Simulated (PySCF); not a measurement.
Electric field gradients and quadrupole coupling constants

Species: C2H5FO2Si.
Cartesian coordinates in Å at the GFN2-xTB level; atoms count from 1:
```xyz
11
C2H5FO2Si angstrom
C     -1.992    0.154    0.134
O     -0.602    0.463    0.149
C      0.245   -0.509   -0.196
O     -0.109   -1.614   -0.526
Si     2.046    0.144   -0.106
F      2.169    0.914    1.300
H     -2.201   -0.666    0.824
H     -2.300   -0.143   -0.870
H     -2.511    1.058    0.444
H      2.991   -0.954   -0.055
H      2.269    1.157   -1.124
```

Field gradients from the PBE0/pcSseg-1 density (PySCF, non-relativistic), principal values in atomic units, ordered |Vxx| ≤ |Vyy| ≤ |Vzz|:

```csv
atom,Vxx,Vyy,Vzz
O2,-0.6054,-1.0941,1.6995
O4,0.5529,1.0730,-1.6259
```

Problem. Find the asymmetry η = (Vxx − Vyy)/Vzz and the couplings χ = eQV/h (234.96 MHz × Q in barn × V in au), with Q(17O) = −0.0256 b.

Solution. 
```tsv
atom	environment	nucleus	η	χzz (MHz)	χxx (MHz)	χyy (MHz)
O2	oxygen singly bound to a carbonyl carbon	17O	0.29	-10.22	3.64	6.58
O4	carbonyl oxygen	17O	0.32	9.78	-3.33	-6.45
```

Problem. What is Vzz at O2 in SI units (1 au = 9.71736 × 10²¹ V/m²)?

Solution. 1.6995 au = 16.514 × 10²¹ V/m².

Problem. And the gradient at the other heavy atoms, for which no coupling is worked out here?

Solution. 
| atom | environment | Vzz (au) | η |
| --- | --- | --- | --- |
| C1 | methoxy carbon | 0.483 | 0.03 |
| C3 | carbonyl carbon | -0.436 | 0.89 |
| Si5 | fluorine-bound silicon | 0.749 | 0.56 |
| F6 | silicon-bound fluorine | 1.316 | 0.06 |

Problem. What couplings would deuterons (Q(2H) = 0.00286 b) have in place of the hydrogens, at this geometry?

Solution. 
```tsv
atom	bonded to	bond length (Å)	Vzz (au)	η	χzz (kHz)
H7	C1	1.092	0.2961	0.10	199
H8	C1	1.092	0.2958	0.10	199
H9	C1	1.087	0.3067	0.07	206
H10	Si5	1.450	0.1656	0.02	111
H11	Si5	1.453	0.1643	0.02	110
```

One conformer (not necessarily the lowest) at the GFN2-xTB geometry, without solvent, vibrations or thermal averaging. GFN2-xTB bond lengths can be off by several hundredths of an ångström, more for odd bonds, and the gradients follow them. The basis is small and wasn't made for field gradients, so the couplings can be 20 % off.
